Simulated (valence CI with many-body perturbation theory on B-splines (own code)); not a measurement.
**Se3+: calculated level list**

Level of theory: relativistic CI+MBPT: three valence electrons over a frozen Dirac-Fock core [Ar] 3d10, a basis of 11 s, 11 p, 9 d, 7 f, 5 g, 2 h, 1 i functions for each j, with the one-electron correlation potential Σ1 (screened to all orders), the two-electron term Σ2, the three-electron term Σ3, Breit, model QED; selected single and double excitations, second order for the rest, scaled by the run's own slope (own B-spline code, finite nucleus).

Against 16 measured levels this calculation errs by 168 cm⁻¹ on average and by 454 at most. These come from a selection out of Moore, Atomic Energy Levels, vol. II, NSRDS-NBS 35 (1971 reprint of NBS Circular 467, 1952), an old analysis. Levels without a partner in it may be off by more.

Levels 1 to 45 of 75, with energies above the lowest level, 4s2.4p 2P°_1/2. "Leading %" is the weight of the configuration and term that name the level; weights of strongly mixed levels are sums over their largest components and can fall short. Lifetimes count E1, E2, E3, M1 and M2 decay at the calculated energies, and are blank where another channel may lead or the interval is too uncertain; long ones can be off by a factor of two.

```csv
No.,Configuration,Term,J,E (eV),Leading %,Lifetime,g
1,4s2.4p,2P°,1/2,0.000,97,,0.666
2,4s2.4p,2P°,3/2,0.541,97,1.33 s,1.334
3,4s.4p2,4P,1/2,9.818,99,256 ns,2.666
4,4s.4p2,4P,3/2,10.035,99,1.42 μs,1.734
5,4s.4p2,4P,5/2,10.337,98,443 ns,1.597
6,4s.4p2,2D,3/2,12.892,85,2.64 ns,0.802
7,4s.4p2,2D,5/2,12.954,85,3.25 ns,1.204
8,4s.4p2,2S,1/2,15.941,87,243 ps,1.864
9,4s.4p2,2P,1/2,16.875,86,106 ps,0.808
10,4s.4p2,2P,3/2,17.153,95,96.9 ps,1.331
11,4s2.4d,2D,3/2,18.984,84,79.8 ps,0.801
12,4s2.4d,2D,5/2,19.033,84,83.6 ps,1.200
13,4s2.5s,2S,1/2,19.497,96,162 ps,2.002
14,4s2.5p,2P°,1/2,23.534,95,1.26 ns,0.666
15,4s2.5p,2P°,3/2,23.681,95,1.21 ns,1.334
16,4p3,2D°,3/2,25.228,62,1.72 ns,0.815
17,4p3,2D°,5/2,25.321,64,1.83 ns,1.200
18,4p3,4S°,3/2,25.876,96,111 ps,1.982
19,4s.4p.4d,4F°,3/2,27.559,97,14.8 ns,0.403
20,4s.4p.4d,4F°,5/2,27.672,96,8.77 ns,1.030
21,4s.4p.4d,4F°,7/2,27.841,96,7.02 ns,1.239
22,4p3,2P°,1/2,28.037,72,329 ps,0.666
23,4p3,2P°,3/2,28.077,67,338 ps,1.337
24,4s.4p.4d,4F°,9/2,28.086,98,,1.334
25,4s2.4f,2F°,7/2,28.437,89,337 ps,1.144
26,4s2.4f,2F°,5/2,28.441,89,345 ps,0.858
27,4s.4p.4d,4P°,5/2,29.238,61,91.2 ps,1.513
28,4s.4p.4d,4D°,3/2,29.295,63,78.3 ps,1.386
29,4s.4p.4d,4D°,1/2,29.337,86,71.0 ps,0.302
30,4s2.5d,2D,3/2,29.448,96,433 ps,0.799
31,4s2.5d,2D,5/2,29.467,96,460 ps,1.200
32,4s.4p.4d,4D°,7/2,29.609,97,71.2 ps,1.427
33,4s.4p.4d,4P°,1/2,29.652,83,88.2 ps,2.368
34,4s.4p.4d,4D°,5/2,29.660,63,78.8 ps,1.449
35,4s.4p.4d,4P°,3/2,29.667,61,84.4 ps,1.542
36,4s2.6s,2S,1/2,29.792,96,273 ps,2.002
37,4s.4p.5s,4P°,1/2,30.456,91,439 ps,2.631
38,4s.4p.4d,2D°,3/2,30.521,72,93.6 ps,0.807
39,4s.4p.4d,2D°,5/2,30.521,66,95.6 ps,1.184
40,4s.4p.5s,4P°,3/2,30.627,91,347 ps,1.717
41,4s.4p.4d,2F°,5/2,30.904,89,133 ps,0.883
42,4s.4p.5s,4P°,5/2,31.006,96,305 ps,1.601
43,4s.4p.5s,2P°,1/2,31.091,61,208 ps,0.700
44,4s2.6p,2P°,3/2,31.307,50,259 ps,1.347
45,4s.4p.4d,2F°,7/2,31.316,97,128 ps,1.143
```

Names give the largest LS component (configuration and term), which can be under half, so a name can repeat, a term be missing and a line seem to break the LS rules; names also repeat where a configuration has a term twice.

Where two levels of one J and parity lie close, their mixing, g and order are uncertain.

The ionisation energy to 4s2 1S_0 of the next ion comes out as 42.959 eV (NIST: 42.947 eV (measured)). All 75 levels together are meant to be complete up to 35.555 eV.
